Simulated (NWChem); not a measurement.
System: SnH₃Br; SMILES [Br][SnH3]

```xyz
5

Sn     0.0000     0.0000    -0.9674
Br     0.0000     0.0000     1.5339
H      1.6235     0.2247    -1.4535
H     -1.0064     1.2936    -1.4535
H     -0.6171    -1.5184    -1.4535
```
Atoms are numbered in this order, from 1.

Level: PBE0/def2-SVP with def2 effective core potentials on Sn (NWChem), optimised geometry, unscaled harmonic frequencies. This build's default masses of Se (78.918 u) and Br (79.917 u) are each other's, which moves their modes by up to 0.6 %. def2 effective core potentials on Sn; no spin-orbit coupling.

Problem. List the harmonic frequencies with IR intensities, and the thermochemistry.

Solution. 
| frequency (cm⁻¹) | IR intensity (km/mol) |
|---|---|
| 260 | 24.1 |
| 476 | 17.2 |
| 476 | 17.2 |
| 705 | 243.4 |
| 713 | 70.2 |
| 713 | 70.2 |
| 1949 | 55.2 |
| 1960 | 153.0 |
| 1960 | 153.0 |

| Quantity | Value |
|---|---|
| zero-point energy | 13.2 kcal/mol |
| thermal correction to the enthalpy at 298.15 K (with zero-point energy) | 16.3 kcal/mol |
| heat capacity Cv | 12.8 cal/(mol K) |
| entropy at 298.15 K and 1 atm (symmetry number 3) | 68.6 cal/(mol K) |

Rigid rotor and harmonic oscillator.
